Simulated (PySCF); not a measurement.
**Question.** What does the PBE0-D3(BJ)/def2-SVP structure of `N#C[Se]c1ccccc1` look like in three dimensions?

**Answer.** 
```xyz
14
C7H5NSe angstrom
N      3.8333    0.3047    1.7437
C      3.2567   -0.0500    0.7991
Se     2.4102   -0.6228   -0.7274
C      0.6085   -0.2560   -0.1570
C     -0.1576   -1.2831    0.3965
C     -1.4746   -1.0254    0.7734
C     -2.0164    0.2472    0.5981
C     -1.2451    1.2673    0.0419
C      0.0711    1.0188   -0.3427
H      0.2770   -2.2750    0.5364
H     -2.0783   -1.8244    1.2098
H     -3.0482    0.4456    0.8971
H     -1.6691    2.2646   -0.0955
H      0.6815    1.8114   -0.7802
```

Any rigid rotation of these coordinates is as good. Atoms count from 1 in this order. All 6 C–C bonds measure 1.394 to 1.396 Å. The C–Se distances run from 1.837 Å (C2–Se3, drawn single) to 1.925 Å (Se3–C4, drawn single), a spread of 0.088 Å. The 6-membered ring C4–C5–C6–C7–C8–C9 has internal angles of 119.3° to 120.9°; it is planar, 0.00 Å rms from its mean plane, widest ring torsion 1°.

Bonds between heavy atoms (Å): N1≡C2 1.162, C2–Se3 1.837, Se3–C4 1.925, C4–C5 1.396, C5–C6 1.394, C6–C7 1.394, C7–C8 1.395, C8–C9 1.394, C4–C9 1.396.

Computed, not measured: PBE0-D3(BJ)/def2-SVP geometry optimisation, gas phase (PySCF).

Point group: near Cs, missed by 0.31 Å at most; the miss may be what the optimiser left on a soft mode. No frequency check. One conformer, not necessarily the lowest (C2–Se3–C4–C5 -96°).
